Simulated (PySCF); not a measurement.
Isomers of C4H4FNOS, one GFN2-xTB conformer each. Single-point energies are computed at PBE0/pcSseg-1 (PySCF, gas phase, no added dispersion term), electronic only.

Question: Rank them by PBE0/pcSseg-1 energy, lowest first (kJ/mol).
A. `[N:1]#[C:2][CH2:3][O:4][C:5](=[S:6])[CH2:7][F:8]` with C2–C3–O4–C5 87°, C3–O4–C5–S6 3°, O4–C5–C7–F8 8°
B. `[F:1][CH2:2][O:3][c:4]1[cH:5][cH:6][n:7][s:8]1` with F1–C2–O3–C4 -72°, C2–O3–C4–C5 177°

Answer: B (0.0), A (44.0).

As drawn, the lower has an aromatic ring, which the higher lacks; the higher has a C≡N group and a C=S bond, which the lower lacks. GFN2-xTB itself gives, in the same order: 0.0, 137.3. Both levels put the same isomer lowest.

Q: Which frontier levels, dipoles and rotational constants go with these structures?

A: 
```json
{"SMILES": "FCOc1ccns1", "HOMO (eV, PBE0/pcSseg-1)": "-7.35", "LUMO (eV)": "-0.77", "dipole (D)": "2.69", "A, B, C (MHz)": "4103, 1287, 1052"}
{"SMILES": "N#CCOC(=S)CF", "HOMO (eV, PBE0/pcSseg-1)": "-7.47", "LUMO (eV)": "-2.11", "dipole (D)": "3.41", "A, B, C (MHz)": "2353, 1188, 906.3"}
```
